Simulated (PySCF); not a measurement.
Match the calculated data to a structure.

All candidates are C4H13N3OSi.

| technique | computed result |
| --- | --- |
| 13C NMR | chemical shifts (computed TMS as zero) by class: 176.0 (1 C), 39.1 (1 C), 34.4 (1 C), 26.6 (1 C) ppm [GIAO PBE0/pcSseg-1] |
| NMR, other nuclei | isotropic shieldings of nuclei other than C and H, by class: 145 (1 N), 238 (2 N), -82 (1 O), 377 (1 Si) ppm [GIAO PBE0/pcSseg-1] |
| Dipole | 2.75 D [PBE0/pcSseg-1] |
| Rotational structure | rotational constants A, B, C: 2.879, 0.715, 0.617 GHz [GFN2-xTB] |
| 1H NMR | chemical shifts (computed TMS as zero) by class: 5.11 (1 H), 3.14 (3 H), 3.07 (3 H), 1.72 (2 H), 0.57 (4 H) ppm [GIAO PBE0/pcSseg-1] |

Gas-phase values; electronic properties from PySCF, density fitting. Levels stand in brackets. Isolated species at its GFN2-xTB geometry (one conformer only). GFN2-xTB frequencies show an imaginary mode (37i cm⁻¹), so this geometry is no minimum at that level. Each NMR value is the plain mean over a class of atoms that symmetry, rotation or inversion makes alike.

Task: Which candidate is it?
A. `CN(C)C(=O)C[SiH](N)N`
B. `C=NCCN[Si@@](C)(N)O`
C. `C=N[Si@](O)(NC)N(C)C`

Result: A. It is `CN(C)C(=O)C[SiH](N)N`. Numbering: `[CH3:1][N:2]([CH3:3])[C:4](=[O:5])[CH2:6][SiH:7]([NH2:8])[NH2:9]`. Its formula, C4H13N3OSi, gives 1 degree of unsaturation: 0 rings and 1 π bond in the structure found. 4 carbons fall into 4 classes; from least to most shielded: amide carbonyl carbon [C4] (176.0 ppm), N-methyl carbon [C1] (39.1 ppm), N-methyl carbon [C3] (34.4 ppm), sp3 carbon bound to silicon [C6] (26.6 ppm). Hydrogen classes from least to most shielded: 1 H on an SiH silicon, Si7 (5.11 ppm), 3 H on an N-methyl carbon, C3 (3.14 ppm, a mean of values up to 2.8 ppm apart in this geometry), 3 H on an N-methyl carbon, C1 (3.07 ppm, a mean of values up to 0.8 ppm apart in this geometry), 2 H on an sp3 carbon bound to silicon, C6 (1.72 ppm), 4 H on 2 silicon-bound nitrogens, N8/N9 (0.57 ppm, a mean of values up to 1.0 ppm apart in this geometry). The other shieldings belong to: 145 ppm, amide nitrogen [N2]; 238 ppm, silicon-bound nitrogen [N8/N9]; -82 ppm, amide oxygen [O5]; 377 ppm, SiH silicon [Si7]. The optimised geometry has point group C1 and is an asymmetric top.

The others, at the same levels:
- `C=NCCN[Si@@](C)(N)O` fails: its computed 13C shifts are 156.3 (1 C), 76.5 (1 C), 49.8 (1 C), 1.6 (1 C) ppm, 1H shifts are 7.57 (1 H), 7.18 (1 H), 5.30 (1 H), 3.74 (1 H), 3.34 (1 H), 3.28 (1 H), 3.03 (1 H), 0.58 (1 H), 0.46 (2 H), -0.11 (3 H) ppm and rotational constant A is 2.290 GHz (against 2.879 GHz).
- `C=N[Si@](O)(NC)N(C)C` fails: it has 3 carbon classes against 4; its computed 13C shifts are 168.6 (1 C), 39.3 (2 C), 30.2 (1 C) ppm, 1H shifts are 8.63 (1 H), 8.43 (1 H), 2.73 (6 H), 2.56 (3 H), 1.52 (1 H), 0.25 (1 H) ppm and rotational constant A is 1.634 GHz (against 2.879 GHz).

Each candidate is one conformer, not necessarily the lowest. The conformers computed, where there is a choice (atom-mapped SMILES and torsion angles):
- `[CH2:1]=[N:2][Si@:3]([OH:4])([NH:5][CH3:6])[N:7]([CH3:8])[CH3:9]`: C1–N2–Si3–O4 20°, N2–Si3–N5–C6 64°, N2–Si3–N7–C8 -158°, H–O4–Si3–N2 -170°

The conformers of `CN(C)C(=O)C[SiH](N)N` and `C=NCCN[Si@@](C)(N)O` aren't listed.
